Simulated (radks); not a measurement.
Question: Pt22+, 56 electrons, occupied as [Kr] 4d10 4f10. All-electron calculation, Dirac Kohn-Sham, BLYP, spin-unpolarised, spherical densities, finite nucleus; open shells fill j = l - 1/2 first; Fermi nuclear charge, rms radius 5.427 fm. Program: a radial shooting solver on a logarithmic mesh with Libxc functionals. Some entries of the table are withheld. Estimate them.

orbital,occ.,eigenvalue (Ry),r(max) (bohr),<r^2> (bohr^2)
1s1/2,2,-5798.394,0.01062,0.0004063
2s1/2,2,-1054.585,(1),0.006145
2p1/2,2,-1013.000,0.04531,0.004354
2p3/2,4,-885.8519,0.05258,0.005544
3s1/2,2,-281.3486,0.1728,0.03986
3p1/2,2,-262.6248,(2),0.03637
3p3/2,4,-234.6097,(3),0.04277
3d3/2,4,-203.3349,0.1373,(4)
3d5/2,6,-197.2917,0.1413,(5)
4s1/2,2,-93.23645,(6),0.1877
4p1/2,2,-85.22486,0.3851,(7)
4p3/2,4,-78.19738,0.4142,(8)
4d3/2,4,-65.00184,0.4052,0.2246
4d5/2,6,-63.64082,0.4139,0.2338
4f5/2,6,-46.71760,0.3635,0.2352
4f7/2,4,-46.39792,0.3672,0.2395

Answer: 
(1) 2s1/2 r(max) (bohr): 0.06143
(2) 3p1/2 r(max) (bohr): 0.1613
(3) 3p3/2 r(max) (bohr): 0.1761
(4) 3d3/2 <r^2> (bohr^2): 0.03285
(5) 3d5/2 <r^2> (bohr^2): 0.03460
(6) 4s1/2 r(max) (bohr): 0.3873
(7) 4p1/2 <r^2> (bohr^2): 0.1902
(8) 4p3/2 <r^2> (bohr^2): 0.2191
